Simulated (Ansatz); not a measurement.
Geometry optimisation, RKS PBE/def2-SVP in Ansatz.

Input file:

```yaml
crystal:
  periodic: [false, false, false]
  atoms:
    - { symbol: Ge, position_ang: [0.242143, -0.106552, 0.15391] }
    - { symbol: Ge, position_ang: [0.07084, -0.049036, 2.559523] }
    - { symbol: H, position_ang: [-0.766192, -1.234978, 3.0967] }
    - { symbol: H, position_ang: [1.515665, -0.250735, 3.096787] }
    - { symbol: H, position_ang: [-0.459979, 1.303679, 3.079264] }
    - { symbol: H, position_ang: [1.598582, -0.521373, -0.486641] }
    - { symbol: F, position_ang: [-0.164919, 1.413535, -0.61839] }
    - { symbol: F, position_ang: [-0.897965, -1.284051, -0.523252] }
    - { symbol: S, position_ang: [-3.027579, 0.543246, 1.064036] }
    - { symbol: H, position_ang: [-2.70843, -0.488544, 0.22997] }
    - { symbol: H, position_ang: [-2.656666, -0.197991, 2.171493] }
basis:
  gaussian: { orbitals: def2-SVP }
hamiltonian:
  xc: pbe
relax:
  f_tol: 0.03
  max_steps: 50
output:
  orbitals: {}
```

Launched with:

```bash
$ ansatz run input.yaml --threads 4 --pin off --max-ram 5120MiB --backend cpu --events-out ev --progress --plain --runs-dir out
```

**Question.** Where does it end, and by what steps?

**Answer.** It converged. The force dipped under the threshold on the way, but the program's further checks kept it going. After 27 steps the energy has fallen by 0.162 eV; H11 moved furthest, 1.41 Å.

| step | energy less start (eV) | largest force component (eV/Å) | accepted |
| --- | --- | --- | --- |
| 0 | 0.0000 | 0.439 | yes |
| 1 | -0.0792 | 0.235 | yes |
| 2 | -0.1038 | 0.181 | yes |
| 3 | -0.1259 | 0.167 | yes |
| 4 | -0.1386 | 0.124 | yes |
| 5 | -0.1431 | 0.261 | yes |
| 6 | -0.1489 | 0.103 | yes |
| 7 | -0.1498 | 0.092 | yes |
| 8 | -0.1481 | 0.366 | no |
| 9 | -0.1463 | 0.301 | no |
| 10 | -0.1514 | 0.025 | yes |
| 11 | -0.1521 | 0.198 | yes |
| 12 | -0.1530 | 0.116 | yes |
| 13 | -0.1542 | 0.022 | yes |
| 14 | -0.1553 | 0.025 | yes |
| 15 | -0.1540 | 0.285 | no |
| 16 | -0.1569 | 0.055 | yes |
| 17 | -0.1577 | 0.109 | yes |
| 18 | -0.1586 | 0.076 | yes |
| 19 | -0.1590 | 0.070 | yes |
| 20 | -0.1581 | 0.190 | no |
| 21 | -0.1604 | 0.091 | yes |
| 22 | -0.1611 | 0.049 | yes |
| 23 | -0.1614 | 0.041 | yes |
| 24 | -0.1617 | 0.037 | yes |
| 25 | -0.1619 | 0.040 | yes |
| 26 | -0.1620 | 0.036 | yes |
| 27 | -0.1621 | 0.022 | yes |

```xyz
11
Properties=species:S:1:pos:R:3
Ge 0.455 -0.164 0.105
Ge 0.247 0.123 2.524
H -0.484 -1.098 3.124
H 1.705 0.168 3.058
H -0.477 1.448 2.830
H 1.379 -1.255 -0.504
F 0.967 1.367 -0.590
F -1.122 -0.449 -0.659
S -3.516 0.174 1.624
H -2.787 -0.019 0.485
H -3.624 -1.168 1.826
```

Whether the end is a true minimum wasn't checked by a vibrational analysis.

Run time: 42 s on 4 threads of Arm Neoverse V2, with other jobs on the host, peak memory 0.23 GiB.
